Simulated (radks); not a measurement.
Ionisation of the mercury ion Hg2+, [Xe] 4f14 5d10, to [Xe] 4f14 5d9 as the strength of local exchange is varied. Method: scalar-relativistic Kohn-Sham, Slater X-alpha exchange (alpha = 2/3 is LDA exchange), no correlation, spin-unpolarised, spherical densities, finite nucleus; Fermi nuclear charge, rms radius 5.4648 fm; computed with a radial shooting solver on a logarithmic mesh with Libxc functionals.

alpha,E(Hg2+) (hartree),exchange (hartree),IE (eV),-e of the level emptied (eV),<r> of it (bohr)
0.585,-19554.6914,-306.9855,32.593,26.017 (5d),1.473
0.592,-19558.3863,-310.7208,32.731,26.145 (5d),1.471
0.629,-19577.9290,-330.4884,33.467,26.827 (5d),1.461
0.667,-19598.0212,-350.8328,34.233,27.537 (5d),1.451
0.693,-19611.7811,-364.7774,34.763,28.030 (5d),1.444
0.727,-19629.7900,-383.0430,35.463,28.682 (5d),1.435
0.76,-19647.2859,-400.8043,36.151,29.324 (5d),1.427
0.858,-19699.3398,-453.7409,38.240,31.277 (5d),1.403

NIST Atomic Spectra Database: 34.49 eV (measured). The Delta-SCF value meets it near alpha = 0.68. Spin polarisation and multiplet splitting are left out, so open shells lie too high by an amount that depends on their filling. Spin-orbit splitting is averaged out at the scalar-relativistic level.

Beside tabulated values, note that spin-unpolarised runs miss the spin-polarisation part of the exchange energy of open shells.
